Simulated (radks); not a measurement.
Problem. Spherical quantum dot in the effective-mass picture: electrons in a hard-walled sphere of radius 3.52, all in effective atomic units (hartree* = m*/eps^2 hartree, bohr* = eps/m* bohr), one dielectric constant everywhere. Calculated with a radial shooting solver with Libxc functionals: non-relativistic Kohn-Sham, LDA (Slater exchange, Perdew-Wang correlation), spin-polarised, spherical densities. Levels are named by radial order and angular momentum (1s, 1p, 1d, 2s, ...), and open shells are averaged over m. Each electron was tried in the lowest free levels, single moves between levels near the top were tried too, and the lowest total energy was kept; such a search can miss a lower state. Give the order in which the levels fill up to N = 22, the shell closures and the spin along the way.

Solution. Shells are first occupied in the order 1s, 1p, 1d, 1f. Open shells at each N (closed shells left out): 1: 1s(up 1, down 0); 2: none; 3: 1p(up 1, down 0); 4: 1p(up 2, down 0); 5: 1p(up 3, down 0); 6: 1p(up 3, down 1); 7: 1p(up 3, down 2); 8: none; 9: 1d(up 1, down 0); 10: 1d(up 2, down 0); 11: 1d(up 3, down 0); 12: 1d(up 4, down 0); 13: 1d(up 5, down 0); 14: 1d(up 5, down 1); 15: 1d(up 5, down 2); 16: 1d(up 5, down 3); 17: 1d(up 5, down 4); 18: none; 19: 1f(up 1, down 0); 20: 1f(up 2, down 0); 21: 1f(up 3, down 0); 22: 1f(up 4, down 0). All shells are closed at N = 2, 8, 18 (there: 1s2 1p6 1d10). Largest 2S: 5, at N = 13.
